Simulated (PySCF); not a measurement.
HO4S, charge -1, singlet, geometry from GFN2-xTB (in this run its highest filled SCF level lies above zero, so its values depend strongly on the basis, on diffuse functions most of all), with bond 3-2 at 1.6 times its length. Base run: R2SCAN/3-21G (PySCF).

Geometry (Å):
```xyz
6

O      1.3899    -0.2818    -0.5815
S     -0.1345     0.0240     0.0203
O      0.2746    -0.0374     2.3216
O     -0.9706    -1.0535    -0.4696
O     -0.4939     1.3354    -0.4838
H      1.7789    -0.2705     0.2862
```
Charge -1, spin multiplicity 1.
All else is at PySCF's defaults.
Base energy -695.55775 Eh.

Each row names what was changed in the base input (with any setting that the change needs).

| change | ΔE vs base (mEh) | SCF cycles | outcome |
|---|---|---|---|
| base | 0.000 | 20 | converged |
| init_guess = sap | 0.000 | 14 | converged |
| diis_space = 2 | - | 50 | not converged |
| diis = off (with mf.max_cycle = 100) | - | 100 | not converged |
| conv_tol = 1e-6 | 0.002 | 18 | converged |
| conv_tol_grad = 1e-7 | 0.000 | 23 | converged |
| init_guess = 1e | 0.000 | 16 | converged |
| init_guess = vsap | 0.000 | 13 | converged |
| level_shift = 0.3 (with mf.max_cycle = 100) | 0.000 | 52 | converged |
| solver = newton | 0.000 | - | converged |
| conv_tol_grad = 1e-3 | 0.000 | 20 | converged |
| conv_tol = 1e-7 | 0.000 | 19 | converged |
| conv_tol = 1e-12 | 0.000 | 23 | converged |
